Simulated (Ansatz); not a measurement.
Compare A (`N[C@@H](F)[Si@@H](O)F`) with its isomer B (`CO[Si](N)(F)F`).

Computed with Ansatz on PBE0-D4/def2-TZVP structures; ΔE is electronic, products minus reactants. CBS: MP2 limit from def2 TZ/QZ plus the TZ coupled-cluster correction, frozen cores. DFT in def2-TZVPP. B3LYP here is the variant with VWN-RPA as its local correlation; programs differ in this. One conformer a species, not always the lowest.

(1) Which is lower in electronic energy at CCSD(T)/CBS, and by how much? (Best estimate.)

(2) Give E(B) − E(A) in kcal/mol with HF/def2-TZVPP, CCSD/def2-TZVPP, B2PLYP, MP2/def2-TZVPP, B3LYP-D4, CCSD(T)/def2-TZVPP, ωB97M-V. (Best estimate.)

Largest T1 diagnostic: 0.012.

Answers

(1) Computed: B, by 67.8 kcal/mol.

(2) Computed: HF/def2-TZVPP -73.1, CCSD/def2-TZVPP -68.5, B2PLYP -66.8, MP2/def2-TZVPP -68.8, B3LYP-D4 -65.2, CCSD(T)/def2-TZVPP -67.2, ωB97M-V -65.4. None reverses the order clearly.

From PBE to PBE0 (25 % exact exchange), in def2-TZVPP and without D4, E(B) − E(A) moves by −4.1 kcal/mol. In def2-TZVPP, CCSD(T) changes the Hartree–Fock value by +5.8 kcal/mol (the triples alone add +1.3 kcal/mol) and MP2 by +4.3 kcal/mol.
